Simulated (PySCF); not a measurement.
# Shifts of the heteroatoms

Geometry:
```tsv
atom	x (Å)	y (Å)	z (Å)
C1	1.884	0.289	-0.459
C2	0.709	-0.257	-0.232
F3	0.294	-1.357	-0.890
O4	-0.177	0.175	0.705
C5	-1.512	0.006	0.490
F6	-2.112	-0.118	1.679
F7	-2.038	1.111	-0.086
H8	2.558	-0.151	-1.167
H9	2.182	1.169	0.075
H10	-1.779	-0.862	-0.137
```

Method: coordinates at the GFN2-xTB level, PBE0/pcSseg-1 with gauge-including orbitals, in PySCF 2.14 (one averaged value for each set of equivalent atoms, relativity neglected, one conformer, gas phase).

Problem. What are the ¹⁹F shifts?

Solution. 
```json
{"atoms": "F6/F7", "environment": "fluorine of a CF2 group", "σ (ppm)": "271.5", "δ (ppm)": "-84.4"}
{"atoms": "F3", "environment": "vinylic fluorine", "σ (ppm)": "268.7", "δ (ppm)": "-96.4"}
```

Shieldings were converted by a linear fit to measured shifts: ¹⁹F (scatter 6.0 ppm rms, 7.0 ppm with the 5 outliers that the fit left out vs CFCl3, solution or neat liquid, with a term for F on sp3 carbon). A few per cent of atoms miss by over 2 rms, more outside the fitted compound classes.

On a 400 MHz spectrometer ¹⁹F resonates near 376.4 MHz, so 1 ppm is 376.4 Hz.

Problem. Predict the ¹⁷O NMR data.

Solution. 
```json
{"atoms": "O4", "environment": "ether oxygen", "σ (ppm)": "154.1", "δ (ppm)": "126.4"}
```

Shieldings were converted by a linear fit to measured shifts: ¹⁷O (scatter 10.7 ppm rms, 12.2 ppm with the 3 outliers that the fit left out vs liquid water, solution or neat liquid). Occasional misses reach two or three times the rms, and more in compound classes unlike the fitted ones.

On a 600 MHz spectrometer ¹⁷O resonates near 81.3 MHz, so 1 ppm is 81.3 Hz.
